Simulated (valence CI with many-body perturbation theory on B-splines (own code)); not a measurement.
**E1 line list for Cs41+**

Method: valence CI with perturbative core correlation (CI+MBPT): four valence electrons over a frozen Dirac-Fock core [Ne], a basis of 11 s, 11 p, 9 d, 7 f, 5 g, 2 h, 1 i functions for each j, with the one-electron correlation potential Σ1 (screened to all orders), the two-electron term Σ2, the three-electron term Σ3, Breit, model QED; selected single and double excitations, second order for the rest (own B-spline code, finite nucleus).

The last digits are not significant, and no measured levels were compared; by estimate large intervals hold to a few tenths of a per cent, small ones and those within an open d or f shell to about a per cent.

Lines 1 to 50 of 217 in falling wavelength, among levels below 499.59 eV, chosen from the strongest by gf and those to the six lowest levels. Wavelengths and rates use the calculated energies. Electric multipoles are in the length gauge, E1 and E2 with the static RPA response of the core. Weak lines are less certain than strong ones. Lines between different terms over intervals too small for the method are left out, as are lines whose strength nearly cancels. The highest levels of a list are the least certain.

Levels are named by their leading jj configuration (3d3/2^4 stands for four electrons in 3d with j = 3/2), which in mixed levels can hold well under half, so a name can repeat and another be missing. Letters in brackets count levels of one name in rising energy.

| λ vac (Å) | Upper | Lower | A (s⁻¹) | S (a.u.) |
| --- | --- | --- | --- | --- |
| 971.6 | (3s 3p1/2^2 3p3/2) J=2 | (3s^2 3p3/2^2) J=2 | 2.31e+05 | 5.22e-04 |
| 660.6 | (3s 3p1/2^2 3p3/2) J=1 | (3s^2 3p3/2^2) J=0 | 5.97e+05 | 2.55e-04 |
| 375.3 | (3s 3p1/2^2 3p3/2) J=1 | (3s^2 3p3/2^2) J=2 | 1.79e+07 | 1.40e-03 |
| 212.6 | (3s^2 3p1/2 3d3/2) J=2 | (3s^2 3p3/2^2) J=2 | 1.22e+07 | 2.90e-04 |
| 173.3 | (3s^2 3p1/2 3d3/2) J=1 | (3s^2 3p3/2^2) J=0 | 2.13e+07 | 1.65e-04 |
| 168.3 | (3s 3p1/2 3p3/2 3d3/2) J=3 [a] | (3s^2 3p3/2 3d3/2) J=2 | 8.79e+08 | 1.45e-02 |
| 155.8 | (3s 3p1/2 3p3/2^2) J=2 [a] | (3s^2 3p3/2^2) J=2 | 3.74e+08 | 3.49e-03 |
| 150.0 | (3s 3p1/2 3p3/2 3d3/2) J=4 | (3s^2 3p3/2 3d3/2) J=3 | 2.74e+09 | 4.10e-02 |
| 148.0 | (3s 3p1/2^2 3d3/2) J=2 | (3s^2 3p1/2 3d3/2) J=1 | 2.71e+09 | 2.17e-02 |
| 144.5 | (3s^2 3p1/2 3d3/2) J=1 | (3s^2 3p3/2^2) J=2 | 1.16e+08 | 5.19e-04 |
| 143.9 | (3s^2 3p1/2 3d5/2) J=3 | (3s^2 3p3/2^2) J=2 | 6.87e+08 | 7.07e-03 |
| 143.8 | (3s 3p1/2 3p3/2 3d5/2) J=4 [a] | (3s^2 3p3/2 3d5/2) J=4 | 1.11e+09 | 1.47e-02 |
| 137.5 | (3s 3p1/2^2 3d5/2) J=3 | (3s^2 3p1/2 3d5/2) J=2 | 2.21e+09 | 1.98e-02 |
| 134.8 | (3s 3p1/2 3p3/2 3d5/2) J=4 [b] | (3s^2 3p3/2 3d5/2) J=3 | 2.41e+09 | 2.62e-02 |
| 132.6 | (3s 3p1/2 3p3/2 3d3/2) J=2 [c] | (3s^2 3p3/2 3d3/2) J=2 | 1.94e+09 | 1.12e-02 |
| 130.8 | (3s 3p1/2 3p3/2 3d3/2) J=3 [b] | (3s^2 3p3/2 3d3/2) J=3 | 1.38e+09 | 1.06e-02 |
| 130.4 | (3s 3p1/2 3p3/2 3d3/2) J=3 [b] | (3s^2 3p3/2 3d3/2) J=2 | 1.09e+09 | 8.38e-03 |
| 126.3 | (3s 3p1/2 3p3/2 3d3/2) J=2 [a] | (3s 3p1/2 3p3/2^2) J=1 [b] | 1.94e+09 | 9.62e-03 |
| 126.0 | (3s 3p1/2^2 3p3/2) J=2 | (3s^2 3p1/2 3p3/2) J=2 | 3.92e+09 | 1.93e-02 |
| 124.8 | (3s 3p1/2 3p3/2 3d3/2) J=2 [d] | (3s^2 3p3/2 3d3/2) J=1 | 2.67e+09 | 1.28e-02 |
| 124.0 | (3s 3p1/2 3p3/2 3d5/2) J=5 | (3s^2 3p3/2 3d5/2) J=4 | 8.00e+09 | 8.28e-02 |
| 122.7 | (3s 3p1/2 3p3/2 3d5/2) J=4 [c] | (3s^2 3p3/2 3d5/2) J=3 | 3.53e+09 | 2.90e-02 |
| 120.4 | (3s^2 3p1/2 3d5/2) J=2 | (3s^2 3p3/2^2) J=2 | 3.59e+07 | 1.55e-04 |
| 118.1 | (3s 3p1/2^2 3p3/2) J=2 | (3s^2 3p1/2 3p3/2) J=1 | 5.46e+09 | 2.22e-02 |
| 118.0 | (3s 3p1/2 3p3/2 3d3/2) J=2 [a] | (3s 3p1/2 3p3/2^2) J=2 [b] | 3.16e+09 | 1.28e-02 |
| 117.4 | (3s 3p1/2 3p3/2 3d3/2) J=3 [c] | (3s^2 3p3/2 3d3/2) J=3 | 3.75e+09 | 2.10e-02 |
| 117.1 | (3s 3p1/2 3p3/2 3d3/2) J=3 [c] | (3s^2 3p3/2 3d3/2) J=2 | 1.96e+09 | 1.09e-02 |
| 116.6 | (3s 3p1/2 3p3/2^2) J=1 [a] | (3s^2 3p3/2^2) J=0 | 3.72e+09 | 8.74e-03 |
| 115.9 | (3s 3p1/2^2 3d5/2) J=3 | (3s^2 3p1/2 3d5/2) J=3 | 5.09e+09 | 2.74e-02 |
| 115.9 | (3s 3p1/2 3p3/2^2) J=3 | (3s^2 3p3/2^2) J=2 | 4.96e+09 | 2.66e-02 |
| 115.7 | (3s 3p1/2^2 3d3/2) J=1 | (3s^2 3p1/2 3d3/2) J=2 | 1.04e+10 | 2.39e-02 |
| 114.8 | (3s 3p1/2 3p3/2 3d5/2) J=1 [c] | (3s^2 3p3/2 3d5/2) J=1 | 5.05e+09 | 1.13e-02 |
| 114.4 | (3s 3p1/2 3p3/2 3d5/2) J=3 [a] | (3s^2 3p3/2 3d5/2) J=2 | 5.77e+09 | 2.99e-02 |
| 113.0 | (3s 3p1/2 3p3/2 3d5/2) J=2 [c] | (3s^2 3p3/2 3d5/2) J=1 | 5.88e+09 | 2.10e-02 |
| 111.4 | (3s 3p1/2^2 3d3/2) J=2 | (3s^2 3p1/2 3d3/2) J=2 | 7.86e+09 | 2.68e-02 |
| 111.2 | (3s 3p1/2 3p3/2 3d3/2) J=1 [c] | (3s^2 3p3/2 3d3/2) J=1 | 4.19e+09 | 8.54e-03 |
| 110.6 | (3p1/2^2 3p3/2^2) J=0 | (3s 3p1/2 3p3/2^2) J=1 [b] | 1.08e+10 | 7.21e-03 |
| 109.7 | (3s 3p1/2 3p3/2 3d5/2) J=3 [d] | (3s^2 3p3/2 3d5/2) J=3 | 7.44e+09 | 3.39e-02 |
| 109.3 | (3s 3p1/2 3p3/2 3d5/2) J=2 [c] | (3s^2 3p3/2 3d5/2) J=3 | 2.23e+09 | 7.19e-03 |
| 109.2 | (3s 3p1/2^2 3d5/2) J=3 | (3s 3p1/2 3p3/2^2) J=2 [a] | 6.03e+09 | 2.71e-02 |
| 107.8 | (3s 3p1/2^2 3d5/2) J=2 | (3s^2 3p1/2 3d5/2) J=3 | 1.42e+10 | 4.39e-02 |
| 107.1 | (3s 3p1/2 3p3/2 3d5/2) J=2 [d] | (3s^2 3p3/2 3d5/2) J=1 | 3.87e+09 | 1.17e-02 |
| 106.9 | (3s 3p1/2 3p3/2 3d3/2) J=2 [b] | (3s 3p1/2 3p3/2^2) J=2 [b] | 3.96e+09 | 1.19e-02 |
| 106.5 | (3s 3p1/2 3p3/2 3d5/2) J=2 [b] | (3s^2 3p3/2 3d5/2) J=2 | 8.77e+09 | 2.61e-02 |
| 106.2 | (3s 3p1/2 3p3/2^2) J=1 [b] | (3s^2 3p3/2^2) J=0 | 3.57e+09 | 6.34e-03 |
| 105.5 | (3s 3p1/2 3p3/2 3d5/2) J=4 [b] | (3s^2 3p3/2 3d5/2) J=4 | 2.94e+09 | 1.53e-02 |
| 104.8 | (3s 3p1/2 3p3/2 3d5/2) J=3 [b] | (3s^2 3p3/2 3d5/2) J=2 | 2.79e+09 | 1.11e-02 |
| 104.8 | (3s 3p1/2 3p3/2 3d5/2) J=3 [b] | (3s^2 3p3/2 3d5/2) J=4 | 2.03e+09 | 8.07e-03 |
| 104.5 | (3s 3p1/2^2 3p3/2) J=1 | (3s^2 3p1/2 3p3/2) J=2 | 1.54e+10 | 2.59e-02 |
| 103.7 | (3s 3p1/2 3p3/2 3d5/2) J=2 [d] | (3s^2 3p3/2 3d5/2) J=3 | 6.31e+09 | 1.74e-02 |
